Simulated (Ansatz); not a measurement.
The cluster PbO2⁻. Charge -1, multiplicity 2. Geometry r2SCAN-D4/def2-TZVP, that of the neutral singlet; atoms count from 1.

Cartesian coordinates in Å:
```
Pb -0.0460 1.2251 -0.4176
O -0.5764 -0.4788 0.6671
O 0.6224 -0.7463 -0.2495
```

In the def2 sets Pb takes a core potential; there is no spin–orbit coupling. The structure holds 1 bond(s) between oxygen atoms. The highest occupied level of the charge -1 doublet lies above zero (up to 0.86 eV). By energy differences its removal costs 0.98 eV (vertical, to the charge 0 singlet, at PBE0-D4/def2-TZVPD); a positive level beside a positive removal energy at the same level points to self-interaction error. The structure comes from a short search, and lower isomers may exist.

(1) Estimate the Mulliken populations from the PBE0/def2-TZVPD orbitals of Ansatz.

(2) Where does the spin sit?

(3) And the Mayer bond orders between bonded heavy atoms (over 0.3)?

## Answers

(1) 
| atom | charge (e) | spin (α − β) |
| --- | --- | --- |
| Pb1 | 0.03 | 1.05 |
| O2 | -0.51 | -0.02 |
| O3 | -0.51 | -0.02 |
Mulliken values and Mayer orders depend strongly on the basis. With diffuse functions, as here, like atoms can get unlike values, and bond orders can come out too low or too high.

(2) Summed by element: Pb 1.05, O -0.05, of 1 unpaired in all. Largest on single atoms: Pb1 1.05, O2 -0.02, O3 -0.02.

(3) Pb1–O2 0.69 (2.09 Å); Pb1–O3 0.69 (2.09 Å); O2–O3 0.67 (1.53 Å).
